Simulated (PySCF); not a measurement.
## How methods differ on the excitation energy of Pd⁺

Pd⁺ [Kr] 4d9 (2D) → Pd⁺ [Kr] 4d8 5p1 (high-spin determinant), as a difference of total energies. Calculation: PySCF 2.14, in aug-cc-pwCVTZ-PP with ECP28MDF; scalar relativity through the core potential. Correlated levels: valence: 4s2 4p6 frozen; valence and next inner shell: nothing frozen outside the core potential. The calculations carry no spin-orbit coupling.

```json
{"method": "UHF", "excitation energy (cm⁻¹)": "57742"}
{"method": "LDA", "excitation energy (cm⁻¹)": "68648"}
{"method": "PBE", "excitation energy (cm⁻¹)": "66156"}
{"method": "PBE0", "excitation energy (cm⁻¹)": "65894"}
{"method": "M06", "excitation energy (cm⁻¹)": "73815"}
{"method": "B3LYP", "excitation energy (cm⁻¹)": "66140"}
{"method": "MP2 (valence)", "excitation energy (cm⁻¹)": "69388"}
{"method": "SCS-MP2 (valence)", "excitation energy (cm⁻¹)": "69717"}
{"method": "MP2 (valence and next inner shell)", "excitation energy (cm⁻¹)": "69454"}
{"method": "SCS-MP2 (valence and next inner shell)", "excitation energy (cm⁻¹)": "68876"}
```

**Question.** Estimate what B97-3 gives.

**Answer.** 68072 cm⁻¹, closest to LDA among the rows shown.

**Question.** Estimate what r2SCAN gives.

**Answer.** 63510 cm⁻¹, closest to PBE0 among the rows shown.

The determinant of the upper state mixes LS terms, which raises its energy above the lowest term, most at the Hartree-Fock and MP2 levels.
